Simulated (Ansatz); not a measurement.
CH4GeOS (`C[O][Ge][SH]`) at its PBE0-D4/def2-TZVP geometry, where that method's forces vanish. The species carries charge 0 and has multiplicity 1.

```xyz
8

C    -0.2107   -0.8841   -0.4636
O     0.2382    0.2191   -1.2051
Ge    0.6823    1.8676   -0.7035
S     0.3539    1.8287    1.5401
H     0.5268   -1.1977    0.2844
H    -1.1581   -0.6725    0.0457
H    -0.3729   -1.7172   -1.1518
H    -0.0595    0.5562    1.6536
```

(1) What forces (eV/Å) does r2SCAN-D4/def2-TZVPP give on these atoms in the Gaussian-basis code of Ansatz? (An estimate is asked.)

Answers

(1) Computed: 
```
C1  -0.103 -0.262  0.146
O2   0.073  0.146 -0.191
Ge3  0.027  0.080 -0.011
S4  -0.004  0.011  0.051
H5  -0.003  0.012  0.003
H6   0.008  0.008  0.004
H7   0.003  0.013  0.006
H8  -0.002 -0.008 -0.007
```
